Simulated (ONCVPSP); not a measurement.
## osmium: ONCV pseudisation with LDA (Perdew-Wang 92), scalar-relativistic reference atom.

The input file (ONCVPSP 4.0.1):

```
# ATOM AND REFERENCE CONFIGURATION
# atsym  z   nc   nv     iexc    psfile
  Os 76.00   10    4  -001012      upf
#
#   n    l    f
    1    0    2.00
    2    0    2.00
    2    1    6.00
    3    0    2.00
    3    1    6.00
    3    2   10.00
    4    0    2.00
    4    1    6.00
    4    2   10.00
    4    3   14.00
    5    0    2.00
    5    1    6.00
    5    2    6.00
    6    0    2.00
#
# PSEUDOPOTENTIAL AND OPTIMIZATION
# lmax
    2
#
#   l,   rc,      ep,       ncon, nbas, qcut
    0    1.45    0.00    5    8    6.40
    1    1.85    0.00    4    7    7.90
    2    2.45    0.00    4    8    6.60
#
# LOCAL POTENTIAL
# lloc, lpopt,  rc(5),   dvloc0
    4    5    1.10    0.00
#
# VANDERBILT-KLEINMAN-BYLANDER PROJECTORs
# l, nproj, debl
    0    2    1.60
    1    2    2.30
    2    2    1.10
#
# MODEL CORE CHARGE
# icmod, fcfact, rcfact
    0    0.00    0.00
#
# LOG DERIVATIVE ANALYSIS
# epsh1, epsh2, depsh
   -5.00    5.00    0.04
#
# OUTPUT GRID
# rlmax, drl
    6.00    0.01
#
# TEST CONFIGURATIONS
# ncnf
    4
# nvcnf
#   n    l    f
    4
    5    0    2.00
    5    1    6.00
    5    2    6.00
    6    0    1.00
#
    4
    5    0    2.00
    5    1    6.00
    5    2    6.00
    6    0    0.00
#
    4
    5    0    2.00
    5    1    6.00
    5    2    5.00
    6    0    0.00
#
    5
    5    0    2.00
    5    1    6.00
    5    2    5.00
    6    0    2.00
    6    1    1.00
#
```

Command:

```bash
oncvpsp.x < Os.dat > Os.out
```

The program printed (shortened: citation, most of the input echo, consistency checks and plot data are left out):

```
ONCVPSP  (Optimized Norm-Conservinng Vanderbilt PSeudopotential)
scalar-relativistic version 4.0.1

#   n    l    f        energy (Ha)
    1    0    2.00    -2.7128288E+03
    2    0    2.00    -4.7250989E+02
    2    1    6.00    -4.1157040E+02
    3    0    2.00    -1.0994365E+02
    3    1    6.00    -9.2054561E+01
    3    2   10.00    -7.2043577E+01
    4    0    2.00    -2.3176910E+01
    4    1    6.00    -1.7307624E+01
    4    2   10.00    -1.0022327E+01
    4    3   14.00    -1.9218142E+00
    5    0    2.00    -3.3749736E+00
    5    1    6.00    -1.8762239E+00
    5    2    6.00    -2.3746054E-01
    6    0    2.00    -2.3442202E-01

Reference configufation results
  iterations    27
  all-electron total energy (Ha)   -1.72440166D+04

Begin loop to  construct optimized pseudo wave functions
and semi-local pseudopoentials for all angular momenta

Calculating optimized projector #   1

 for l=   0

    Fraction of norm inside rc  0.904809
    Optimizing pswf for qcut=   6.40 a_B^-1,  ecut=  20.49 Ha
    Residual kinetic energy error=  8.11D-03 Ha

    Energy error per electron        Cutoff
         Ha          eV             Ha
         0.01000     0.27211       19.88
         0.00100     0.02721       66.05
         0.00010     0.00272       80.80
         0.00001     0.00027       90.49

Calculating optimized projector #   2

 for l=   0

    Fraction of norm inside rc  0.047153
    Optimizing pswf for qcut=   6.40 a_B^-1,  ecut=  20.49 Ha
    Residual kinetic energy error=  2.11D-03 Ha

    Energy error per electron        Cutoff
         Ha          eV             Ha
         0.01000     0.27211       15.85
         0.00100     0.02721       23.48
         0.00010     0.00272       66.83
         0.00001     0.00027       85.66

   Wellstate for l =  1  n =  7
     eigenvalue =   0.4238
     asymptotic potential =   0.9238
     half-point radius =  7.1854

Calculating optimized projector #   1

 for l=   1

    Fraction of norm inside rc  0.939168
    Optimizing pswf for qcut=   7.90 a_B^-1,  ecut=  31.18 Ha
    Residual kinetic energy error=  1.30D-07 Ha

    Energy error per electron        Cutoff
         Ha          eV             Ha
         0.01000     0.27211       10.23
         0.00100     0.02721       12.66
         0.00010     0.00272       15.96
         0.00001     0.00027       24.28

Calculating optimized projector #   2

 for l=   1

    Fraction of norm inside rc  0.044670
    Optimizing pswf for qcut=   7.90 a_B^-1,  ecut=  31.18 Ha
    Residual kinetic energy error=  4.16D-07 Ha

    Energy error per electron        Cutoff
         Ha          eV             Ha
         0.01000     0.27211        7.60
         0.00100     0.02721       10.65
         0.00010     0.00272       19.16
         0.00001     0.00027       25.49

   Wellstate for l =  2  n =  7
     eigenvalue =   0.8625
     asymptotic potential =   1.3625
     half-point radius =  6.3163

Calculating optimized projector #   1

 for l=   2

    Fraction of norm inside rc  0.819424
    Optimizing pswf for qcut=   6.61 a_B^-1,  ecut=  21.84 Ha
    Residual kinetic energy error=  1.50D-07 Ha

    Energy error per electron        Cutoff
         Ha          eV             Ha
         0.01000     0.27211       11.29
         0.00100     0.02721       14.37
         0.00010     0.00272       16.83
         0.00001     0.00027       18.83

Calculating optimized projector #   2

 for l=   2

    Fraction of norm inside rc  0.104677
    Optimizing pswf for qcut=   6.61 a_B^-1,  ecut=  21.84 Ha
    Residual kinetic energy error=  2.50D-07 Ha

    Energy error per electron        Cutoff
         Ha          eV             Ha
         0.01000     0.27211       10.33
         0.00100     0.02721       13.78
         0.00010     0.00272       16.64
         0.00001     0.00027       18.93

Construct Vanderbilt / Kleinmman-Bylander projectors

B matrix Hermiticity error, ll=   0
   1   2    4.9461E-04

  Orthonormal projector coefficients  1.8998E+01  3.4747E+00

B matrix Hermiticity error, ll=   1
   1   2   -2.2502E-04

  Orthonormal projector coefficients  9.9525E+00  1.4089E+00

B matrix Hermiticity error, ll=   2
   1   2   -8.6294E-05

  Orthonormal projector coefficients  4.9167E+00 -1.5208E+00

Pseudoatom total energy  -91.595397

Diagnostic tests using Vanderbilt-Kleinman-Bylander pseudopotentials
  1 or more projectors used as specified by nproj input data

   l    rcore       rmatch      e in        delta e   norm test  slope test

   0   1.4527897   1.4968995  -3.3749736  -0.0000019   1.0002317   1.0002307
   0   1.4527897   1.4968995  -0.2344220   0.0000084   1.0000713   1.0000621

   1   1.8566069   1.9129775  -1.8762239   0.0000007   1.0001763   1.0001762
   1   1.8566069   1.9129775   0.4237761   0.0000199   1.0002676   1.0002676

   2   2.4593767   2.5340487  -0.2374605  -0.0000024   1.0000846   1.0000862
   2   2.4593767   2.5340487   0.8625395   0.0000046   1.0001472   1.0001472

 Testing for bound ghosts
   n   l    E NL Schr. Eq   E Basis Diag.   E Cutoff

   1   0       -3.374976       -3.374973    125.06
   2   0       -0.234414       -0.138688    125.06

   2   1       -1.876223       -1.876222     65.10

   3   2       -0.237463       -0.237279     57.07

 Testing for highly-localized positive-energy ghosts
       l    <radius>/rc     E Basis Diag.   E Cutoff

       0        0.409911        5.374358    125.06  WARNING - GHOST(+)

Test configuration 0

   n   l     f        eae           eps        diff
   1   0  2.0000-2712.82878198
   2   0  2.0000 -472.50988726
   2   1  6.0000 -411.57039579
   3   0  2.0000 -109.94364875
   3   1  6.0000  -92.05456126
   3   2 10.0000  -72.04357728
   4   0  2.0000  -23.17690974
   4   1  6.0000  -17.30762397
   4   2 10.0000  -10.02232734
   4   3 14.0000   -1.92181420
   5   0  2.0000   -3.37497359   -3.37497552   -1.93D-06
   5   1  6.0000   -1.87622392   -1.87622326    6.57D-07
   5   2  6.0000   -0.23746054   -0.23746290   -2.36D-06
   6   0  2.0000   -0.23442202   -0.23441361    8.42D-06

    Total energies and differences
      AE_ref= -1.72440166D+04  AE_tst= -1.72440166D+04  dif=  0.00D+00
      PS_ref= -9.15953967D+01  PS_tst= -9.15953967D+01  dif=  7.82D-13
      PSP excitation error= -7.82D-13

Test configuration 1

   n   l     f        eae           eps        diff
   1   0  2.0000-2713.12850269
   2   0  2.0000 -472.80742472
   2   1  6.0000 -411.86800208
   3   0  2.0000 -110.24155957
   3   1  6.0000  -92.35247278
   3   2 10.0000  -72.34130624
   4   0  2.0000  -23.47499715
   4   1  6.0000  -17.60569428
   4   2 10.0000  -10.32031533
   4   3 14.0000   -2.21979924
   5   0  2.0000   -3.67327434   -3.67400380   -7.29D-04
   5   1  6.0000   -2.17515328   -2.17561409   -4.61D-04
   5   2  6.0000   -0.52925839   -0.52937271   -1.14D-04
   6   0  1.0000   -0.49491513   -0.49486191    5.32D-05

    Total energies and differences
      AE_ref= -1.72440166D+04  AE_tst= -1.72436544D+04  dif=  3.62D-01
      PS_ref= -9.15953967D+01  PS_tst= -9.12331121D+01  dif=  3.62D-01
      PSP excitation error= -9.39D-05

Test configuration 2

   n   l     f        eae           eps        diff
   1   0  2.0000-2713.46823949
   2   0  2.0000 -473.14418471
   2   1  6.0000 -412.20486468
   3   0  2.0000 -110.57849465
   3   1  6.0000  -92.68940984
   3   2 10.0000  -72.67804517
   4   0  2.0000  -23.81202933
   4   1  6.0000  -17.94269412
   4   2 10.0000  -10.65718904
   4   3 14.0000   -2.55653348
   5   0  2.0000   -4.00949116   -4.01131750   -1.83D-03
   5   1  6.0000   -2.51123760   -2.51245671   -1.22D-03
   5   2  6.0000   -0.85362412   -0.85390158   -2.77D-04

    Total energies and differences
      AE_ref= -1.72440166D+04  AE_tst= -1.72430195D+04  dif=  9.97D-01
      PS_ref= -9.15953967D+01  PS_tst= -9.05981020D+01  dif=  9.97D-01
      PSP excitation error= -2.28D-04

Test configuration 3

   n   l     f        eae           eps        diff
   1   0  2.0000-2713.97572430
   2   0  2.0000 -473.65345775
   2   1  6.0000 -412.71413070
   3   0  2.0000 -111.08503463
   3   1  6.0000  -93.19595587
   3   2 10.0000  -73.18511141
   4   0  2.0000  -24.31758603
   4   1  6.0000  -18.44822490
   4   2 10.0000  -11.16270542
   4   3 14.0000   -3.06097838
   5   0  2.0000   -4.50592723   -4.50746860   -1.54D-03
   5   1  6.0000   -2.99804571   -2.99939300   -1.35D-03
   5   2  5.0000   -1.29723281   -1.29685842    3.74D-04

    Total energies and differences
      AE_ref= -1.72440166D+04  AE_tst= -1.72419480D+04  dif=  2.07D+00
      PS_ref= -9.15953967D+01  PS_tst= -8.95264048D+01  dif=  2.07D+00
      PSP excitation error= -4.40D-04

Test configuration 4

   n   l     f        eae           eps        diff
   1   0  2.0000-2712.99426894
   2   0  2.0000 -472.67900999
   2   1  6.0000 -411.73935021
   3   0  2.0000 -110.11135635
   3   1  6.0000  -92.22225880
   3   2 10.0000  -72.21171922
   4   0  2.0000  -23.34422114
   4   1  6.0000  -17.47496277
   4   2 10.0000  -10.18977630
   4   3 14.0000   -2.08876120
   5   0  2.0000   -3.53761649   -3.53644219    1.17D-03
   5   1  6.0000   -2.03225420   -2.03158918    6.65D-04
   5   2  5.0000   -0.36174210   -0.36118300    5.59D-04
   6   0  2.0000   -0.30534792   -0.30540384   -5.59D-05
   6   1  1.0000   -0.09402204   -0.09405404   -3.20D-05

    Total energies and differences
      AE_ref= -1.72440166D+04  AE_tst= -1.72437904D+04  dif=  2.26D-01
      PS_ref= -9.15953967D+01  PS_tst= -9.13695565D+01  dif=  2.26D-01
      PSP excitation error=  3.22D-04
```

The run took about 4.5 s on one core of a shared server CPU.
